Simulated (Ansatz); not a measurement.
Consider the cleavage of the Si–B bond: `NB[SiH2]O` + `CO[SiH2]N` → `CO[SiH2]N[SiH2]O` + `BN`.

Isolated molecules relaxed with PBE0-D4/def2-TZVP in Ansatz; ΔE leaves out vibrations. CCSD(T)/CBS adds triple-zeta CCSD(T) − MP2 to the extrapolated MP2 energy (def2 sets, frozen cores). This one scheme is used for every species. DFT in def2-TZVPP. Each species was taken in one conformer, which may not be the lowest.

CCSD(T)/CBS gives -101.6 kJ/mol.

(1) Another level gave -98.3 kJ/mol. Which?
A. ωB97X-V/def2-TZVPP
B. HF/def2-TZVPP
C. PBE0-D4/def2-TZVPP
D. PBE/def2-TZVPP

Largest T1 diagnostic among the species: 0.013.

Results:

(1) A. ωB97X-V -98.3, PBE0-D4 -91.3, HF/def2-TZVPP -106.2, PBE -78.0 kJ/mol.

The D4 term adds −10.5 kJ/mol with B3LYP and −5.9 kJ/mol with PBE0; it sums over pairs of atoms, weighted by their polarisabilities, and B3LYP, whose exchange is more repulsive, gets the larger term. From PBE to PBE0 (25 % exact exchange), in def2-TZVPP and without D4, ΔE moves by −7.4 kJ/mol.

B3LYP here is the variant with VWN-RPA as its local correlation; programs differ in this.
